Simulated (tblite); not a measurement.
Compound: C4H13N2PSi2.
Atom-mapped SMILES: `[N:1]#[C:2][CH2:3][Si@@:4]([NH2:5])([PH2:6])[CH2:7][CH2:8][SiH3:9]` (hydrogens: H10, H11 on C3; H12, H13 on N5; H14, H15 on P6; H16, H17 on C7; H18, H19 on C8; H20, H21, H22 on Si9)

Computed with GFN2-xTB (tblite), gas phase: L-BFGS steps from a force-field or distance-geometry start until the largest atomic force falls under 0.01 eV/Å.

Step 10: E = -733.8677 eV
```
atom  x, y, z in Å  |  force x, y, z in eV/Å
N1     -4.4270   -0.8914    0.8540    0.070   0.043  -0.012
C2     -3.4122   -0.4703    1.1788   -0.019  -0.019   0.095
C3     -2.1262    0.0202    1.5459    0.027   0.054  -0.030
Si4    -1.0038    0.0329   -0.0448   -0.058  -0.030   0.202
N5     -1.3383   -1.4146   -0.9306    0.052   0.052   0.007
P6     -1.4013    1.7363   -1.4795   -0.010  -0.034   0.000
C7      0.8159   -0.0482    0.5418    0.029   0.003  -0.131
C8      1.6862   -0.0904   -0.7138    0.135   0.032   0.062
Si9     3.5627   -0.0590   -0.3837    0.072  -0.013   0.016
H10    -2.2314    1.0124    1.9803   -0.008  -0.003   0.048
H11    -1.6865   -0.6494    2.2909   -0.095   0.109  -0.072
H12    -1.4803   -2.2589   -0.3958    0.013  -0.010  -0.099
H13    -2.0112   -1.3714   -1.6795   -0.006  -0.026  -0.036
H14    -1.8654    2.6466   -0.5533   -0.199  -0.026   0.137
H15    -0.1510    2.3158   -1.4040    0.116  -0.115  -0.030
H16     1.0107   -0.9363    1.1465   -0.070   0.045  -0.047
H17     1.0832    0.8151    1.1581   -0.037  -0.057  -0.093
H18     1.4221    0.7647   -1.3442    0.018  -0.122  -0.021
H19     1.4302   -0.9919   -1.2748   -0.028   0.142  -0.028
H20     4.0835   -1.4260   -0.5081    0.017   0.090   0.048
H21     3.8162    0.4545    0.9701   -0.004  -0.034  -0.069
H22     4.2137    0.8286   -1.3561   -0.015  -0.078   0.053
```

Step 11: E = -733.8760 eV
```
atom  x, y, z in Å  |  force x, y, z in eV/Å
N1     -4.4252   -0.8938    0.8546    0.297   0.156   0.060
C2     -3.4120   -0.4631    1.1792   -0.282  -0.156   0.020
C3     -2.1275    0.0279    1.5480   -0.028   0.093  -0.002
Si4    -1.0077    0.0296   -0.0374   -0.013   0.052   0.050
N5     -1.3403   -1.4098   -0.9352   -0.012   0.018  -0.027
P6     -1.4029    1.7278   -1.4755   -0.046   0.030   0.034
C7      0.8154   -0.0465    0.5358    0.005  -0.035  -0.031
C8      1.6878   -0.0888   -0.7152    0.113  -0.030  -0.017
Si9     3.5625   -0.0596   -0.3840    0.081  -0.011   0.030
H10    -2.2358    1.0162    1.9919    0.012  -0.001   0.005
H11    -1.6898   -0.6427    2.2888   -0.061   0.039   0.007
H12    -1.4740   -2.2548   -0.3994   -0.001  -0.037  -0.125
H13    -2.0119   -1.3734   -1.6896    0.073  -0.011   0.077
H14    -1.8712    2.6373   -0.5460   -0.161  -0.054   0.080
H15    -0.1512    2.3039   -1.3993    0.104  -0.101  -0.023
H16     1.0035   -0.9347    1.1436   -0.033   0.047  -0.058
H17     1.0853    0.8153    1.1523   -0.048  -0.042  -0.079
H18     1.4259    0.7673   -1.3456    0.012  -0.133  -0.024
H19     1.4349   -0.9920   -1.2788   -0.030   0.192  -0.005
H20     4.0895   -1.4220   -0.5030    0.018   0.040   0.037
H21     3.8184    0.4514    0.9676   -0.003  -0.011  -0.025
H22     4.2158    0.8239   -1.3543    0.002  -0.044   0.018
```

Task: Estimate the geometry and energy of step 12. (The exact step hangs on the optimiser's Hessian estimate; all steps are aligned on step 11, rigid shifts and turns removed.)

Result: E = -733.8821 eV, largest force 0.357 eV/Å
```
atom  x, y, z in Å  |  force x, y, z in eV/Å
N1     -4.4227   -0.8940    0.8546    0.291   0.158   0.067
C2     -3.4121   -0.4593    1.1816   -0.317  -0.164  -0.010
C3     -2.1291    0.0344    1.5493   -0.053   0.087   0.030
Si4    -1.0107    0.0278   -0.0311    0.019   0.100  -0.090
N5     -1.3412   -1.4059   -0.9382   -0.034  -0.012  -0.020
P6     -1.4045    1.7228   -1.4719   -0.059   0.066   0.060
C7      0.8153   -0.0459    0.5304   -0.017  -0.045   0.031
C8      1.6913   -0.0878   -0.7158    0.058  -0.054  -0.057
Si9     3.5639   -0.0602   -0.3836    0.064  -0.009   0.033
H10    -2.2386    1.0189    2.0000    0.016   0.029  -0.016
H11    -1.6935   -0.6370    2.2870   -0.023  -0.016   0.072
H12    -1.4697   -2.2529   -0.4045   -0.002  -0.053  -0.129
H13    -2.0113   -1.3749   -1.6954    0.098   0.012   0.115
H14    -1.8791    2.6299   -0.5393   -0.114  -0.072   0.033
H15    -0.1491    2.2936   -1.3970    0.065  -0.087  -0.008
H16     0.9977   -0.9328    1.1405    0.001   0.020  -0.048
H17     1.0857    0.8145    1.1467   -0.046  -0.011  -0.052
H18     1.4289    0.7663   -1.3472    0.017  -0.095  -0.034
H19     1.4373   -0.9884   -1.2819   -0.024   0.157  -0.012
H20     4.0940   -1.4183   -0.4988    0.031  -0.020   0.028
H21     3.8198    0.4490    0.9652    0.003   0.014   0.029
H22     4.2172    0.8196   -1.3525    0.026  -0.006  -0.021
```

The energy changes by -0.0061 eV. The first-order estimate −F·Δx gives -0.0084 eV and the mean of the old and new forces, exact on a quadratic surface, -0.0061 eV. The step makes an angle of 65° with the force vector and moves no atom by more than 0.013 Å.

The cost below is that of the whole relaxation. On one thread, Arm Neoverse N1 (aarch64), shared host with 64 logical CPUs at a one-minute load of 58, this took 4.3 s of wall time.
